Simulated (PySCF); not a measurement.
Molecular orbitals of RbO

ωB97M-V at R = 2.330 Å; PySCF, scalar-relativistic core potentials, basis sets Rb def2-TZVPP with ECP28, O def2-TZVPP. State: ²Σ⁺ (doublet), unpaired electrons σ ↑. Only the outer orbitals are listed, counted within each symmetry, core potentials removing the inner ones.

```
spin  orbital  occ.  ε (eV)  on Rb (%)   main shells (%)
   α       2σ     1  -37.47        100          100 Rb s
   α       3σ     1  -24.75          7            92 O s
   α       1π     1  -19.93        100          100 Rb p
   α       1π     1  -19.93        100          100 Rb p
   α       4σ     1  -19.59         92           91 Rb p
   α       5σ     1   -9.24          6            94 O p
   α       2π     1   -7.86          5            95 O p
   α       2π     1   -7.86          5            95 O p
   α       6σ     0   -0.68        100  75 Rb s, 24 Rb p
   α       3π     0    0.18        100  79 Rb p, 21 Rb d
   α       3π     0    0.18        100  79 Rb p, 21 Rb d
   β       2σ     1  -37.43        100          100 Rb s
   β       3σ     1  -22.88         15   84 O s, 14 Rb p
   β       1π     1  -19.92        100          100 Rb p
   β       1π     1  -19.92        100          100 Rb p
   β       4σ     1  -19.17         86   85 Rb p, 14 O s
   β       2π     1   -6.98          6            94 O p
   β       2π     1   -6.98          6            94 O p
   β       5σ     0   -0.71         99  72 Rb s, 27 Rb p
   β       3π     0    0.19        100  78 Rb p, 22 Rb d
   β       3π     0    0.19        100  78 Rb p, 22 Rb d
```

Q: Which are the highest filled and the lowest empty level, where do they sit, and how wide is the gap?

A: Highest filled β 2π at -6.98 eV (in %: 94 O p); lowest empty β 5σ at -0.71 eV (in %: 72 Rb s, 27 Rb p); the gap at ωB97M-V is 6.27 eV.

```json
{
  "bond order (Mayer)": "0.50",
  "⟨S²⟩": "0.755",
  "charge on Rb (Mulliken, basis-dependent)": "0.73",
  "charge on Rb (Löwdin, basis-dependent)": "0.64",
  "dipole moment (positive dipole means Rb(−)O(+))": "-8.99 D"
}
```

Spin–orbit coupling is left out. The state is the lowest determinant that a PBE0 search found; another state may lie lower at other levels.
